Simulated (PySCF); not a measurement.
C2H5O, SMILES [CH2]CO, multiplicity 2. Atoms are numbered in the order given.

```xyz
8

C      1.2418     0.2185     0.0393
C     -0.0384    -0.5133     0.1616
O     -1.1660     0.2587    -0.2524
H      1.4006     0.8771    -0.8044
H      2.0717     0.0069     0.6994
H     -0.0531    -1.3959    -0.4922
H     -0.1714    -0.8848     1.1866
H     -1.1406     1.0959     0.2248
```
Charge 0, spin multiplicity 2.

The structure is a stationary point at B3LYP-D3(BJ)/def2-TZVP. The isomer is the one that the SMILES or the coordinates give; other isomers of the formula were not compared. The values are those of a single conformer.

All values below come from PBE0/def2-TZVPD in PySCF.

Mulliken values depend strongly on the basis, most of all with diffuse functions as here. ESP charges are fitted to the potential on shells at 1.4 to 2.0 van der Waals radii. Atomic charges (e):

| atom | Mulliken | ESP fit | Mulliken spin |
|---|---|---|---|
| C1 | -0.59 | -0.53 | 1.03 |
| C2 | 0.06 | ___ | -0.10 |
| O3 | -0.48 | -0.64 | 0.02 |
| H4 | 0.22 | 0.19 | -0.02 |
| H5 | 0.21 | 0.17 | -0.03 |
| H6 | 0.16 | ___ | 0.08 |
| H7 | 0.14 | ___ | 0.02 |
| H8 | 0.29 | ___ | 0.00 |

### Question
Some entries are withheld; supply them. (The exact figures need the calculation; the answer reports its results.)

### Answer

- C2, ESP fit: 0.34
- H6, ESP fit: 0.07
- H7, ESP fit: 0.00
- H8, ESP fit: 0.40
